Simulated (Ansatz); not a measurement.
Mulliken charges of H$_{3}$O$_{3}$Si (`[O][SiH](O)O`) radical from B3LYP/def2-TZVPP in Ansatz (PBE0-D4/def2-TZVP geometry).

```
atom   x (Å)   y (Å)   z (Å)  charge (e)
  O1  -1.574  -0.944   0.000      -0.305
 Si2  -0.294   0.091   0.192       0.766
  O3   0.803  -0.313   1.317      -0.391
  O4   0.529   0.255  -1.211      -0.392
  H5  -1.048   1.279   0.662      -0.080
  H6   1.629  -0.697   1.017       0.201
  H7   0.018   0.261  -2.023       0.199
```

Question: By hand: the dipole of these point charges (1 e Å = 4.8032 D).

Answer: Σ q r = (0.148, 0.190, -0.144) e Å, of length 0.281 e Å = 1.35 D.

Question: How does the dipole of the full density compare? (Estimate.)

Answer: The calculation gave: (0.240, 0.093, -0.321) e Å, 1.98 D; the point charges give 0.68 times that, at 31° from its direction.

Point charges leave out the atoms' own dipoles, such as those of lone pairs, and Mulliken's split depends on the basis, so the two needn't agree.

B3LYP here is the variant with VWN-RPA as its local correlation; programs differ in this.
